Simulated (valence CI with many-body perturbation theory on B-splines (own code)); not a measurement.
# Energy levels of Pb⁶⁷⁺

Computed by configuration interaction combined with many-body perturbation theory (CI+MBPT): five valence electrons over a frozen Dirac-Fock core [Ne], a basis of 9 s, 9 p, 8 d, 6 f, 3 g, 1 h functions for each j, with the one-electron correlation potential Σ1, the two-electron term Σ2, the three-electron term Σ3, Breit, model QED; selected CI, second order for the rest, scaled by the run's own slope (own B-spline code, finite nucleus).

No measured spectrum was set against this ion. As an estimate, large intervals hold to a few tenths of a per cent, small ones and those within an open d or f shell to about a per cent. Among the levels kept, up to 1200 cm⁻¹ of a level comes from second order outside the variational space, and about a tenth of that is noise between levels of different J, which matters for small intervals.

Levels 1 to 32 of 32, with energies above the lowest level, (3s^2 3p1/2^2 3p3/2) J=3/2. "Leading %" is the weight of the configuration and term that name the level; weights of strongly mixed levels are sums over their largest components and can fall short, so below about 35 % the name and the second component can differ from the true leading terms, or belong to a minority configuration. In the jj column 3d3/2^4 stands for four electrons in 3d with j = 3/2. Lifetimes count E1, E2, E3, M1 and M2 decay at the calculated energies, and are blank where another channel may lead or the interval is too uncertain; long ones can be off by a factor of two.

```csv
No.,Configuration,Term,J,E (× 10³ cm⁻¹),Leading %,Leading jj,Lifetime
1,3s²3p³,²P°,3/2,0.00,49,3s^2 3p1/2^2 3p3/2 (100 %),
2,3s²3p²3d,²D,3/2,2115.1,42,3s^2 3p1/2^2 3d3/2 (100 %),59.9 ps
3,3s²3p²3d,²D,5/2,3297.7,35,3s^2 3p1/2^2 3d5/2 (99 %),2.37 ps
4,3s²3p³,⁴S°,3/2,4583.1,55,3s^2 3p1/2 3p3/2^2 (99 %),576 ps
5,3s²3p³,²D°,5/2,4688.5,99,3s^2 3p1/2 3p3/2^2 (99 %),1.08 ns
6,3s²3p³,²P°,1/2,4831.0,99,3s^2 3p1/2 3p3/2^2 (99 %),991 ps
7,3s3p⁴,⁴P,5/2,6248.4,65,3s 3p1/2^2 3p3/2^2 (93 %),1.26 ps
8,3s3p⁴,²P,3/2,6505.7,31,3s 3p1/2^2 3p3/2^2 (62 %),559 fs
9,3s3p⁴,²S,1/2,6537.7,54,3s 3p1/2^2 3p3/2^2 (83 %),659 fs
10,3s²3p²3d,⁴F,5/2,6670.1,47,3s^2 3p1/2 3p3/2 3d3/2 (99 %),79.7 ps
11,3s²3p²3d,⁴D,1/2,6703.2,79,3s^2 3p1/2 3p3/2 3d3/2 (98 %),65.2 ps
12,3s²3p²3d,⁴F,3/2,6709.7,30,3s^2 3p1/2 3p3/2 3d3/2 (89 %),1.39 ps
13,3s²3p²3d,²G,7/2,6781.7,55,3s^2 3p1/2 3p3/2 3d3/2 (99 %),412 ps
14,3s²3p²3d,²D,5/2,7061.0,37,3s^2 3p1/2 3p3/2 3d3/2 (95 %),140 fs
15,3s²3p²3d,²P,1/2,7166.5,38,3s^2 3p1/2 3p3/2 3d3/2 (86 %),101 fs
16,3s²3p²3d,²D,3/2,7182.5,26,3s^2 3p1/2 3p3/2 3d3/2 (73 %),68.9 fs
17,3s²3p²3d,⁴D,7/2,7728.2,48,3s^2 3p1/2 3p3/2 3d5/2 (100 %),373 ps
18,3s²3p²3d,²G,9/2,7844.8,64,3s^2 3p1/2 3p3/2 3d5/2 (100 %),25.2 ns
19,3s²3p²3d,²P,3/2,7851.3,46,3s^2 3p1/2 3p3/2 3d5/2 (98 %),2.69 ps
20,3s²3p²3d,²F,5/2,7882.4,39,3s^2 3p1/2 3p3/2 3d5/2 (99 %),3.30 ps
21,3s²3p²3d,²D,5/2,8050.0,41,3s^2 3p1/2 3p3/2 3d5/2 (96 %),907 fs
22,3s²3p²3d,²F,7/2,8072.2,65,3s^2 3p1/2 3p3/2 3d5/2 (98 %),1.26 ps
23,3s²3p²3d,²D,3/2,8152.5,60,3s^2 3p1/2 3p3/2 3d5/2 (99 %),1.70 ps
24,3s²3p²3d,²P,1/2,8185.0,55,3s^2 3p1/2 3p3/2 3d5/2 (97 %),1.23 ps
25,3s3p³3d,⁴D°,5/2,8329.0,29,3s 3p1/2^2 3p3/2 3d3/2 (97 %),15.6 ps
26,3s3p³3d,⁴D°,3/2,8347.4,28,3s 3p1/2^2 3p3/2 3d3/2 (96 %),5.25 ps
27,3s3p³3d,⁴P°,1/2,8371.0,46,3s 3p1/2^2 3p3/2 3d3/2 (98 %),15.4 ps
28,3s3p³3d,²F°,7/2,8431.1,24,3s 3p1/2^2 3p3/2 3d3/2 (96 %),14.0 ps
29,3s3p³3d,²D°,3/2,8592.7,29,3s 3p1/2^2 3p3/2 3d3/2 (83 %),692 fs
30,3s3p³3d,²F°,5/2,8677.0,19,3s 3p1/2^2 3p3/2 3d3/2 (69 %),444 fs
31,3s3p³3d,⁴D°,1/2,8726.9,41,3s 3p1/2^2 3p3/2 3d3/2 (86 %),327 fs
32,3s²3p3d²,⁴G°,5/2,8931.2,36,3s^2 3p1/2 3d3/2^2 (69 %),179 fs
```

The ionisation energy to 3s²3p² ³P0 of the next ion comes out as 7790.3 eV (NIST: 7790 ± 40 eV (theoretical)). All 32 levels together are meant to be complete up to 9076.0 × 10³ cm⁻¹.
